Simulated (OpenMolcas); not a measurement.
# Computed transition rates of Ca

```json
{"Program": "OpenMolcas 26.06", "Method": "CASSCF", "Basis": "ANO-RCC-VQZP [7s6p3d2f1g]", "Scalar Hamiltonian": "DKH3, point nucleus", "Active space": "2 electrons in 4 orbitals (4s 4p)", "State averaging": "2S+1 = 3 even, 3 roots; 2S+1 = 1 even, 6 roots; 2S+1 = 3 odd, 3 roots; 2S+1 = 1 odd, 3 roots", "Spin-orbit coupling": "state interaction with AMFI integrals over the reference wave functions, term energies averaged over their components"}
```

Rates come from the transition moments of the reference wave functions (E1 and E2 in the length form). At fixed line strength A goes as λ^-3 for E1 and M1 and as λ^-5 for E2, so a rate at the computed wavelength can be rescaled to the measured one. Measured vacuum wavelengths follow from level energies in NIST Handbook of Basic Atomic Spectroscopic Data. Branching counts decays inside the model space alone, at computed energies, and the table is only a selection of the E1 lines, drawn from those between levels with measured partners whose computed energy lies within a factor of 1.5 of the measured one.

```json
{"Upper": "4p2 3P0", "Lower": "4s 4p 3P* 1", "Type": "E1", "λ computed (nm)": "403", "λ measured (nm)": "430.9", "A computed (s-1)": "3.83e+08", "A rescaled (s-1)": "3.13e+08", "Branching %": "100.0"}
{"Upper": "4p2 3P2", "Lower": "4s 4p 3P* 2", "Type": "E1", "λ computed (nm)": "402.5", "λ measured (nm)": "430.4", "A computed (s-1)": "2.88e+08", "A rescaled (s-1)": "2.36e+08", "Branching %": "74.8"}
{"Upper": "4p2 3P1", "Lower": "4s 4p 3P* 2", "Type": "E1", "λ computed (nm)": "403.6", "λ measured (nm)": "432", "A computed (s-1)": "1.59e+08", "A rescaled (s-1)": "1.30e+08", "Branching %": "41.4"}
{"Upper": "4p2 3P1", "Lower": "4s 4p 3P* 0", "Type": "E1", "λ computed (nm)": "401.8", "λ measured (nm)": "429.1", "A computed (s-1)": "1.29e+08", "A rescaled (s-1)": "1.06e+08", "Branching %": "33.6"}
{"Upper": "4p2 3P2", "Lower": "4s 4p 3P* 1", "Type": "E1", "λ computed (nm)": "401.3", "λ measured (nm)": "428.4", "A computed (s-1)": "9.69e+07", "A rescaled (s-1)": "7.96e+07", "Branching %": "25.2"}
{"Upper": "4p2 3P1", "Lower": "4s 4p 3P* 1", "Type": "E1", "λ computed (nm)": "402.4", "λ measured (nm)": "430", "A computed (s-1)": "9.61e+07", "A rescaled (s-1)": "7.88e+07", "Branching %": "25.1"}
```

The largest correction is for 4p2 3P1 → 4s 4p 3P* 2 (E1): 1.59e+08 × (403.6 / 432)^3 = 1.30e+08 s-1, a factor of 0.82.

The computed rate and branching of 4p2 3P0 → 4s 4p 3P* 1 give the upper level a radiative lifetime of 1.000 / 3.83e+08 s-1 = 2.61e-09 s, counting decays inside the model space alone. The rescaled rate gives about 3.2e-09 s.

No measured rate stands beside these. Rescaling mends the energy factor alone: line strengths can still be far off where a level mixes with configurations outside the active space, and weak or spin-changing lines hang on small mixing coefficients that depend on the term gaps too, so rescaling need not improve them.

Without dynamic correlation excited terms often stand tens of per cent too high (terms of higher spin than the ground term too low), and those without a measured partner can miss by more than the paired ones. The ¹D term of p² mixes with s d, which this space lacks. Computed and measured levels are paired by configuration, term and J; levels that our copy of the source lacks, or whose pairing is in doubt (as where it misses far off the trend of its configuration), stay unpaired. Levels of configurations outside the active space are missing.

* marks odd parity.
